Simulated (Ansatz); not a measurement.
In7P7H20⁺, a nanocrystal cut from zinc blende InP (hydrogen-capped). Total charge 1; doublet. Geometry PBE-D4/def2-SVP, that of the neutral singlet.

Cartesian coordinates in Å:
```
In 2.8857 2.4602 1.5980
In -0.4348 -3.5272 -2.3321
In 1.2074 0.8798 -2.0428
In 1.2463 -1.5289 1.5913
In -0.9275 1.5398 3.7009
In -2.5299 -0.0211 0.0168
In -0.9730 3.9963 -0.0119
P 0.8303 -3.6119 -0.0722
P 2.3604 0.2558 0.1467
P 0.3731 3.0290 2.0010
P 0.7942 -1.4660 -3.3099
P -2.5318 -2.2674 -1.4775
P -1.1143 1.6409 -1.3050
P -1.0769 -0.5730 2.0410
H 3.5892 3.5550 0.4397
H 3.6164 1.8320 3.0494
H -0.6117 -4.9645 -3.2822
H 2.0726 1.8073 -3.2285
H 2.1384 -2.2526 2.8934
H 0.1281 0.9886 4.9725
H -2.5819 2.0665 3.8438
H -4.2233 0.2896 0.2415
H 0.0531 4.9655 -1.0330
H -2.6241 4.3123 0.4456
H 2.0756 -4.2604 -0.3591
H 0.2405 -4.6994 0.6511
H 3.6048 -0.3323 -0.2566
H 0.5195 4.2218 2.7886
H 2.0347 -1.9698 -3.8208
H 0.1771 -1.2262 -4.5809
H -3.3556 -2.0771 -2.6345
H -3.3487 -3.2670 -0.8553
H -1.8358 1.8346 -2.5293
H -1.7782 -1.6301 2.7101
```

In the def2 sets In takes a core potential; there is no spin–orbit coupling. Single mean-field runs in def2-TZVP are fitted with def2-universal-jkfit. At PBE-D4/def2-TZVP an occupied level of the charge 1 doublet lies above an empty one (by up to 0.03 eV), so this SCF solution is probably not the lowest. At PBE-D4/def2-TZVP the gap within one spin of the charge 1 doublet nearly closes, so an electron or hole may be smeared out by delocalisation error.

Estimate the α-spin orbital energies around the gap (eV) in Ansatz with PBE-D4/def2-TZVP, PBE0-D4/def2-TZVP.


```
orbital  PBE-D4/def2-TZVP  PBE0-D4/def2-TZVP
 HOMO−5             -9.50             -10.46
 HOMO−4             -9.46             -10.46
 HOMO−3             -9.27             -10.43
 HOMO−2             -9.25             -10.09
 HOMO−1             -9.17             -10.08
   HOMO             -9.14             -10.03
   LUMO             -4.93              -4.21
 LUMO+1             -4.92              -4.08
 LUMO+2             -4.90              -4.07
 LUMO+3             -4.77              -4.03
 LUMO+4             -4.60              -3.85
 LUMO+5             -4.60              -3.82
 β HOMO             -9.07             -10.00
 β LUMO             -9.10              -9.03
```
